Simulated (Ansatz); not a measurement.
`[NH2][SnH2][Br]` + HBr → `[Br][SnH2][Br]` + NH₃ at 700 K and 1 bar (ligand exchange at the Sn–N bond).

Calculated with Ansatz (gas phase, PBE0-D4/def2-TZVP geometries, no zero-point term in ΔE). CCSD(T)/CBS is the MP2 limit (def2-TZVPP, def2-QZVPP) plus CCSD(T) − MP2 in def2-TZVPP, frozen cores. This one scheme is used for every species. def2 core potentials past Kr. For Br, Sn outer-core shells are correlated without core-valence functions, which leaves a few kJ/mol of doubt a bond. Scalar relativity is left out up to krypton. One conformer a species, not always the lowest.

| species | CCSD(T)/CBS energy (Eh) | H − E (kJ/mol) | S (J/(mol·K)) |
| --- | --- | --- | --- |
| `[NH2][SnH2][Br]` | -2844.49555 | 164.7 | 431.3 |
| HBr | -2573.91920 | 36.5 | 223.7 |
| `[Br][SnH2][Br]` | -5361.94777 | 91.4 | 409.7 |
| NH₃ | -56.50880 | 116.9 | 226.5 |

H − E and S are ideal-gas, rigid-rotor, harmonic terms from PBE0-D4/def2-TZVP, for one conformer and one mirror image of each species. 1 Eh = 2625.50 kJ/mol, R = 8.31446 J/(mol·K).

Problem. By hand: ΔE, ΔH, ΔS and ΔG.

Solution. ΔE = (-5361.94777) + (-56.50880) − (-2844.49555) − (-2573.91920) = -0.04182 Eh = -109.8 kJ/mol. Δ(H − E) = 91.4 + 116.9 − 164.7 − 36.5 = 7.1, so ΔH = -102.7 kJ/mol. ΔS = 409.7 + 226.5 − 431.3 − 223.7 = -18.8 J/(mol·K). ΔG = -102.7 − 700 × (-18.8)/1000 = -89.5 kJ/mol.

Problem. By hand: the equilibrium constant, and the temperature at which ΔG would vanish if ΔH and ΔS stayed fixed.

Solution. log₁₀ K = −ΔG/(RT ln 10) = 6.7. ΔG = 0 at ΔH/ΔS = 5463 K, far beyond where these terms or the molecules hold.

ΔH outweighs TΔS. A doubt of 5 kJ/mol in ΔE shifts log₁₀ K by 0.4 here. Other conformers and mirror images would add mixing entropy, several J/(mol·K) or more a flexible species. These are equilibria of isolated gas molecules and say nothing of rates. Largest T1 diagnostic: 0.011 (customary marks: 0.02 for closed shells, 0.045 for open ones).
